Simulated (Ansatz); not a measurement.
The same hydrolysis along the group Mg, Zn, Cd.

Gas-phase electronic energies from Ansatz, PBE0-D4/def2-TZVP geometries. CCSD(T)/CBS is the MP2 limit (def2-TZVPP, def2-QZVPP) plus CCSD(T) − MP2 in def2-TZVPP, frozen cores. This one scheme is used for every species. Functionals use def2-TZVPP. def2 core potentials past Kr. For Cd, Mg, Zn outer-core shells are correlated without core-valence functions, which leaves a few kJ/mol of doubt a bond. Scalar relativity is left out up to krypton. Each species was taken in one conformer, which may not be the lowest.

```
                                                        reaction  revPBE-D4 (kJ/mol)  LDA (SPW92) (kJ/mol)  CCSD(T)/CBS(def2) (kJ/mol)
`[SiH3][O][Mg][O][SiH3]` + H₂O → `[OH][Mg][O][SiH3]` + `O[SiH3]`                  34                    30                          43
`[SiH3][O][Zn][O][SiH3]` + H₂O → `[OH][Zn][O][SiH3]` + `O[SiH3]`                  16                    12                          25
`[SiH3][O][Cd][O][SiH3]` + H₂O → `[OH][Cd][O][SiH3]` + `O[SiH3]`                  16                    11                          23
```

Largest T1 diagnostic: 0.016, for `[OH][Zn][O][SiH3]`.
